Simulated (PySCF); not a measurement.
Compound: C3H3FN2S.
Structure used (GFN2-xTB), in Å, numbered top down from 1:
```
atom  x, y, z in Å
C1    -1.6418   -0.0037    0.0202
C2    -0.1730   -0.1772   -0.0464
N3     0.3751   -1.3205   -0.3515
S4     2.0046   -1.2122   -0.3465
C5     1.8704    0.4723    0.0936
F6     2.9224    1.2329    0.2765
N7     0.6563    0.8673    0.2141
H8    -1.9496    0.7642   -0.6865
H9    -1.9241    0.3246    1.0182
H10   -2.1314   -0.9431   -0.2143
```

The closed-shell SCF was solved with PySCF and density fitting under several settings on one GFN2-xTB geometry (grid level 2 and gas phase unless stated).

```json
{"settings": "PBE0/pcSseg-1", "basis functions": "141", "SCF cycles": "14", "E (Eh)": "-723.1055", "HOMO (eV)": "-7.90", "LUMO (eV)": "-1.15", "dipole (D)": "0.31"}
{"settings": "PBE0/def2-SVPD", "basis functions": "174", "SCF cycles": "14", "E (Eh)": "-722.8178", "HOMO (eV)": "-7.89", "LUMO (eV)": "-1.27", "dipole (D)": "0.48"}
{"settings": "PBE0/def2-TZVP, start guess vsap", "basis functions": "241", "SCF cycles": "16", "E (Eh)": "-723.3075", "HOMO (eV)": "-7.76", "LUMO (eV)": "-1.11", "dipole (D)": "0.42"}
{"settings": "PBE0/def2-SVPD, damping 0.1 at the start, DIIS from the seventh cycle", "basis functions": "174", "SCF cycles": "20", "E (Eh)": "-722.8178", "HOMO (eV)": "-7.89", "LUMO (eV)": "-1.27", "dipole (D)": "0.48"}
{"settings": "PBE0/ANO-RCC-VDZP, IEF-PCM methanol, fitting basis def2-qzvpp-jkfit", "basis functions": "117", "SCF cycles": "11", "E (Eh)": "-723.0076", "HOMO (eV)": "-7.67", "LUMO (eV)": "-1.04", "dipole (D)": "0.54"}
{"settings": "PBE0/3-21G", "basis functions": "73", "SCF cycles": "14", "E (Eh)": "-719.3535", "HOMO (eV)": "-7.91", "LUMO (eV)": "-0.94", "dipole (D)": "0.25"}
```

**Question.** Estimate the row for these settings: PBE0/IGLO-II.

**Answer.** 
| settings | basis functions | SCF cycles | E (Eh) | HOMO (eV) | LUMO (eV) | dipole (D) |
| --- | --- | --- | --- | --- | --- | --- |
| PBE0/IGLO-II | 185 | 16 | -723.2203 | -7.83 | -1.10 | 0.39 |

**Question.** Over all rows, what range does the HOMO–LUMO gap span?

**Answer.** From 6.62 eV to 6.97 eV.

**Question.** And the dipole moment?

**Answer.** From 0.25 D (PBE0/3-21G) to 0.54 D (PBE0/ANO-RCC-VDZP, IEF-PCM methanol, fitting basis def2-qzvpp-jkfit); the largest is 2.16 times the smallest, and the median is 0.42 D.

**Question.** Compare two rows with the functional PBE0: PBE0/pcSseg-1 and PBE0/def2-SVPD. Which energy is lower, and by how much?

**Answer.** PBE0/pcSseg-1 (141 functions) lies 0.2877 Eh or 181 kcal/mol below PBE0/def2-SVPD (174 functions). The smaller set gives the lower energy; the two sets aren't nested, so the variational bound doesn't order them by size.

Cycle counts include a coarse-grid stage where the run had one. ANO-RCC sets were contracted for a scalar-relativistic Hamiltonian, but ran non-relativistically here. The species at its GFN2-xTB geometry.
